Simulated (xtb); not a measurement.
B(AsH2)2(H) (As2BH5), SMILES [AsH2]B[AsH2]. All values are semi-empirical tight-binding results from xtb (GFN2-xTB unless named), good for trends rather than for accurate numbers. The structure is a stationary point at GFN2-xTB. This is a generated structure with no PubChem entry under its InChIKey; it may be hypothetical.

Optimised geometry:

```xyz
8

B      0.0000     0.0000     0.8788
As     1.7398     0.0641    -0.0797
H      2.3479    -1.1149     0.6336
H      1.3105    -0.8121    -1.2291
As    -1.7398    -0.0641    -0.0797
H     -2.3479     1.1149     0.6336
H     -1.3105     0.8121    -1.2291
H      0.0000     0.0000     2.0566
```
Charge 0, spin multiplicity 1.

* **point group as xtb finds it**: C2
* **orbital gap**: 2.68 eV
* **zero-point energy**: 25.2 kcal/mol
* **G − E(el) at 298.15 K (modified RRHO)**: 6.1 kcal/mol
* **static polarisability (D4 model)**: 76.7 bohr³
* **solvation energy, GFN2-xTB/ALPB(water)**: -2.2 kcal/mol
* **solvation energy, GFN2-xTB/ALPB(ch2cl2)**: -5.2 kcal/mol

Computed atomic charges and the Wiberg bond orders between heavy atoms:
charges (e) B1 0.19, As2 0.04, H3 -0.03, H4 -0.04, As5 0.04, H6 -0.03, H7 -0.04, H8 -0.12. Bond orders B1–As2 1.10, B1–As5 1.10.
